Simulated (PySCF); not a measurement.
Cartesian coordinates (Å):
```xyz
8

Ti    -0.2258     0.1460     0.1045
F      0.5854     0.4900     1.6144
F     -1.0374    -1.4021     0.1281
F      0.8376     0.3101    -1.2732
C     -1.6830     1.5750    -0.1144
H     -2.2592     1.3678    -1.0420
H     -1.2017     2.5744    -0.1851
H     -2.3621     1.5459     0.7649
```
Charge 0, multiplicity 1.

### Question
What is the computed total energy, charge on the central atom (meta-Löwdin) and dipole moment (TPSSh-D3(BJ)/def2-TZVP // BP86-D3(BJ)/def2-SVP in PySCF 2.14.0)?

### Answer

```
Quantity                                         Result
----------------------------------------  -------------
total energy                              -1189.3080 Ha
charge on the central atom (meta-Löwdin)         1.54 e
dipole moment                                    1.48 D
```
